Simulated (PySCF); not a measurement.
# Si3BH8NO3

Si3BH8NO3 is a silylene (divalent Si1, bonded to 1 N + 1 O), neutral, singlet. The structure, one conformer, was relaxed in the gas phase by PBE0-D3(BJ)/def2-SVP. No frequency run checks that it is a minimum.

SMILES: OB(O)O[Si]N([SiH3])[SiH3]

```
atom   x (Å)   y (Å)   z (Å)
 Si1  -0.601  -0.032  -1.787
  N2  -0.031  -1.056  -0.479
 Si3   0.588  -2.640  -0.987
 Si4   0.014  -0.683   1.252
  O5  -0.961   1.419  -1.023
  B6  -0.385   2.328  -0.179
  O7   0.947   2.221   0.092
  O8  -1.115   3.332   0.383
  H9   1.799  -2.503  -1.849
 H10   0.962  -3.393   0.247
 H11  -0.449  -3.405  -1.741
 H12  -0.906   0.451   1.547
 H13   1.394  -0.364   1.720
 H14  -0.472  -1.877   2.008
 H15   1.242   2.904   0.702
 H16  -2.038   3.286   0.117
```

Shieldings: GIAO PBE0/pcSseg-1. Shifts are against computed references at the same level: H TMS (σ 31.27 ppm), Si TMS (σ 352.0 ppm). Core levels by delta-SCF with SCAN, pcX-2 on the ionised atom and pcseg-1 elsewhere, spin-free X2C (2p3/2 is the spin-free 2p value less a third of a first-order spin-orbit splitting); from the vacuum level, for chosen atoms.

(1) Give the shieldings and core levels atom by atom.

(2) Which of Si1, Si3, Si4 holds its core electrons tightest, and by how much against the loosest?

(3) By CAM-B3LYP/def2-SVPD (TDDFT singlets, Tamm-Dancoff triplets, ionisation by delta-SCF), where does absorption start, and what does vertical ionisation take?

## Answers

(1) 
```json
{"atoms": "Si1", "bonded to": "1 N + 1 O", "σ (ppm)": "213.2", "δ (ppm)": "138.8", "core level (eV)": "2p3/2 107.33"}
{"atoms": "N2", "bonded to": "3 Si", "σ (ppm)": "153.9", "δ (ppm)": "-", "core level (eV)": "1s 403.81"}
{"atoms": "Si3", "bonded to": "1 N + 3 H", "σ (ppm)": "401.0", "δ (ppm)": "-49.0", "core level (eV)": "2p3/2 107.13"}
{"atoms": "Si4", "bonded to": "1 N + 3 H", "σ (ppm)": "411.7", "δ (ppm)": "-59.7", "core level (eV)": "2p3/2 107.01"}
{"atoms": "O5", "bonded to": "1 B + 1 Si", "σ (ppm)": "120.5", "δ (ppm)": "-", "core level (eV)": "1s 537.96"}
{"atoms": "B6", "bonded to": "3 O", "σ (ppm)": "83.9", "δ (ppm)": "-", "core level (eV)": "-"}
{"atoms": "O7", "bonded to": "1 B + 1 H", "σ (ppm)": "241.9", "δ (ppm)": "-", "core level (eV)": "-"}
{"atoms": "O8", "bonded to": "1 B + 1 H", "σ (ppm)": "241.1", "δ (ppm)": "-", "core level (eV)": "-"}
{"atoms": "H9 H10 H11", "bonded to": "1 Si", "σ (ppm)": "26.43", "δ (ppm)": "4.84", "core level (eV)": "-"}
{"atoms": "H12 H13 H14", "bonded to": "1 Si", "σ (ppm)": "26.63", "δ (ppm)": "4.64", "core level (eV)": "-"}
{"atoms": "H15", "bonded to": "1 O", "σ (ppm)": "28.10", "δ (ppm)": "3.17", "core level (eV)": "-"}
{"atoms": "H16", "bonded to": "1 O", "σ (ppm)": "27.99", "δ (ppm)": "3.27", "core level (eV)": "-"}
```

Values are those of this one static structure, with the three H of a rotating XH3 group averaged; atoms that internal rotation interchanges would show their mean in an NMR spectrum.

(2) Si1 (bonded to 1 N + 1 O), by 0.32 eV over Si4 (bonded to 1 N + 3 H).

(3) The lowest singlet lies at 4.65 eV (f 0.072), the strongest of the first 6 at 6.68 eV (f 0.165), the lowest triplet at 2.80 eV; vertical ionisation takes 9.05 eV.
